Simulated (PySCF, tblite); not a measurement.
Parent: `[CH3:1][CH2:2][P@H+:3]([PH2:4])[CH2:5][CH2:6][C:7]([F:8])([F:9])[F:10]` (charge +1) with C1–C2–P3–P4 -45°, C2–P3–P4–H -76° and -169°, C2–P3–C5–C6 -59°, P3–C5–C6–C7 -50°, [C5H12F3P2]+.

Computed geometry: GFN2-xTB, gas phase. One conformer each, not checked by frequencies here.

| coordinate of the parent | value |
| --- | --- |
| C1–C2 | 1.526 Å |
| C2–P3 | 1.825 Å |
| P3–P4 | 2.161 Å |
| P3–C5 | 1.846 Å |
| C5–C6 | 1.529 Å |
| C6–C7 | 1.520 Å |
| C7–F8 | 1.342 Å |
| C7–F9 | 1.318 Å |
| C7–F10 | 1.355 Å |
| C1–C2–P3 | 109.6° |
| C2–P3–P4 | 110.0° |
| C2–P3–C5 | 111.4° |
| P4–P3–C5 | 115.2° |
| P3–C5–C6 | 115.9° |
| C5–C6–C7 | 110.8° |
| C6–C7–F8 | 111.5° |
| C6–C7–F9 | 113.6° |
| C6–C7–F10 | 109.9° |
| F8–C7–F9 | 108.5° |
| F8–C7–F10 | 105.2° |
| F9–C7–F10 | 107.7° |

Task: How does the shared frame change in `[CH2:1]=[CH:2][P@@H+:3]([PH2:4])[CH2:5][CH3:6]` (charge +1) with C1–C2–P3–P4 110°, C2–P3–P4–H -39° and 55°, C2–P3–C5–C6 -179°, [C4H11P2]+? Atoms pair as C1 = C6, C2 = C5, P3 = P3, P4 = P4, C5 = C2, C6 = C1 (parent first).

Result: 
| parent | relative | value in the relative | change |
| --- | --- | --- | --- |
| C1–C2 | C6–C5 | 1.525 Å | -0.001 |
| C2–P3 | C5–P3 | 1.827 Å | +0.002 |
| P3–P4 | P3–P4 | 2.165 Å | +0.004 |
| P3–C5 | P3–C2 | 1.803 Å | -0.043 |
| C5–C6 | C2=C1 | 1.325 Å | -0.204 |
| C1–C2–P3 | C6–C5–P3 | 110.6° | +1.0 |
| C2–P3–P4 | C5–P3–P4 | 109.8° | -0.2 |
| C2–P3–C5 | C5–P3–C2 | 109.8° | -1.6 |
| P4–P3–C5 | P4–P3–C2 | 118.4° | +3.2 |
| P3–C5–C6 | P3–C2–C1 | 122.7° | +6.8 |

Of the parent's bonds, C5–C6 changes most (-0.204 Å). Point group C1 → C1.

Task: How does the shared frame change in `[CH:1]#[C:2][CH2:3][P@H+:4]([PH2:5])[CH2:6][CH3:7]` (charge +1) with C2–C3–P4–P5 -65°, C3–P4–P5–H 149° and 56°, C3–P4–C6–C7 177°, [C5H11P2]+? Atoms pair as C1 = C7, C2 = C6, P3 = P4, P4 = P5, C5 = C3, C6 = C2, C7 = C1 (parent first).

Result: 
```csv
parent,relative,value in the relative,change
C1–C2,C7–C6,1.526 Å,0.000
C2–P3,C6–P4,1.824 Å,-0.001
P3–P4,P4–P5,2.162 Å,+0.001
P3–C5,P4–C3,1.831 Å,-0.015
C5–C6,C3–C2,1.450 Å,-0.079
C6–C7,C2≡C1,1.197 Å,-0.323
C1–C2–P3,C7–C6–P4,110.6°,+1.0
C2–P3–P4,C6–P4–P5,110.2°,+0.2
C2–P3–C5,C6–P4–C3,109.7°,-1.7
P4–P3–C5,P5–P4–C3,110.4°,-4.8
P3–C5–C6,P4–C3–C2,109.0°,-6.9
C5–C6–C7,C3–C2–C1,179.0°,+68.2
```

Of the parent's bonds, C6–C7 changes most (-0.323 Å). Point group C1 → C1.

Task: How does the shared frame change in `[CH3:1][CH2:2][P@H+:3]([PH2:4])[CH2:5][C:6]([CH3:7])=[O:8]` (charge +1) with C1–C2–P3–P4 52°, C2–P3–P4–H 43° and 137°, C2–P3–C5–C6 -175°, P3–C5–C6–C7 177°, [C5H13OP2]+? Atoms pair as C1 = C1, C2 = C2, P3 = P3, P4 = P4, C5 = C5, C6 = C6, C7 = C7 (parent first).

Result: 
| parent | relative | value in the relative | change |
| --- | --- | --- | --- |
| C1–C2 | C1–C2 | 1.526 Å | 0.000 |
| C2–P3 | C2–P3 | 1.832 Å | +0.007 |
| P3–P4 | P3–P4 | 2.157 Å | -0.004 |
| P3–C5 | P3–C5 | 1.837 Å | -0.009 |
| C5–C6 | C5–C6 | 1.516 Å | -0.013 |
| C6–C7 | C6–C7 | 1.478 Å | -0.042 |
| C1–C2–P3 | C1–C2–P3 | 111.3° | +1.7 |
| C2–P3–P4 | C2–P3–P4 | 110.5° | +0.5 |
| C2–P3–C5 | C2–P3–C5 | 106.8° | -4.6 |
| P4–P3–C5 | P4–P3–C5 | 110.0° | -5.2 |
| P3–C5–C6 | P3–C5–C6 | 101.3° | -14.6 |
| C5–C6–C7 | C5–C6–C7 | 119.7° | +8.9 |

Of the parent's bonds, C6–C7 changes most (-0.042 Å). Bonds of the relative outside the shared frame: C6=O8 1.214 Å. Point group C1 → C1.

Task: How does the shared frame change in `[CH2:1]=[C:2]([CH3:3])[P@@H+:4]([PH2:5])[CH2:6][CH3:7]` (charge +1) with C1–C2–P4–P5 98°, C2–P4–P5–H 54° and -40°, C2–P4–C6–C7 178°, [C5H13P2]+? Atoms pair as C1 = C7, C2 = C6, P3 = P4, P4 = P5, C5 = C2, C6 = C1 (parent first).

Result: 
| parent | relative | value in the relative | change |
| --- | --- | --- | --- |
| C1–C2 | C7–C6 | 1.525 Å | -0.001 |
| C2–P3 | C6–P4 | 1.827 Å | +0.002 |
| P3–P4 | P4–P5 | 2.163 Å | +0.002 |
| P3–C5 | P4–C2 | 1.823 Å | -0.023 |
| C5–C6 | C2=C1 | 1.327 Å | -0.202 |
| C1–C2–P3 | C7–C6–P4 | 110.3° | +0.7 |
| C2–P3–P4 | C6–P4–P5 | 109.3° | -0.7 |
| C2–P3–C5 | C6–P4–C2 | 111.2° | -0.2 |
| P4–P3–C5 | P5–P4–C2 | 119.4° | +4.2 |
| P3–C5–C6 | P4–C2–C1 | 118.7° | +2.8 |

Of the parent's bonds, C5–C6 changes most (-0.202 Å). Bonds of the relative outside the shared frame: C2–C3 1.493 Å. Point group C1 → C1.
